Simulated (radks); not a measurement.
Values are calculated unless marked as measured or tabulated.
Task: Sm30+, configuration [Ar] 3d10 4s2 4p2. Code: a radial shooting solver on a logarithmic mesh with Libxc functionals. Model: scalar-relativistic Kohn-Sham, SCAN, spin-unpolarised, spherical densities, finite nucleus; meta-GGA in the generalised Kohn-Sham scheme; Fermi nuclear charge, rms radius 5.0819 fm. Some entries of the table are withheld. Estimate them.

orbital,occ.,eigenvalue (eV),<1/r> (bohr^-1)
1s,2,-47849.30,68.81
2s,2,-8748.015,15.97
2p,6,-7920.098,14.97
3s,2,(1),(2)
3p,6,(3),5.594
3d,10,-2113.224,5.312
4s,2,-1235.456,(4)
4p,2,-1137.717,2.656

Result: 
(1) 3s eigenvalue (eV): -2720.922
(2) 3s <1/r> (bohr^-1): 5.930
(3) 3p eigenvalue (eV): -2459.348
(4) 4s <1/r> (bohr^-1): 2.797
